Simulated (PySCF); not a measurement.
**Rh (rhodium, neutral): r2SCAN calculation**

Configuration: [Kr] 4d8 5p1, one real determinant (an excited configuration). Calculation: PySCF 2.14, in aug-cc-pVTZ-PP with one added diffuse shell each of s, p, d, f, g type with ECP28MDF (7s7p6d4f3g, 113 functions); scalar relativity through the core potential.

| Item | Value |
| --- | --- |
| Total energy | -110.0299 hartree |
| One-electron energy | -192.2738 hartree |
| Hartree (Coulomb) energy | 93.6029 hartree |
| Exchange-correlation energy | -11.3590 hartree |
| ⟨S²⟩ | 3.7518 |
| ⟨L²⟩ | 14.048 |
| Sum of ⟨r⟩ | 25.86 bohr |
| Sum of ⟨r²⟩ | 59.78 bohr² |
| Traceless quadrupole moment −½Σ⟨3z² − r²⟩ along its main axis | -10.7 e·bohr² |

```tsv
shell	electrons	mean orbital energy (eV)	spread (eV)	rms radius, mean of both spins (bohr)
4s α	1	-87.909	0	1.05
4s β	1	-85.761	0	1.05
4p α	3	-54.809	0.155	1.17
4p β	3	-52.596	0.186	1.17
4d α	5	-8.247	1.200	1.74
4d β	3	-6.997	0.210	1.74
5p α	1	-2.150	0	5.02
```

⟨L²⟩ = 14.05 against 20 for a pure G term, so this real determinant mixes terms. Energies and moments cover only the electrons outside the core potential.
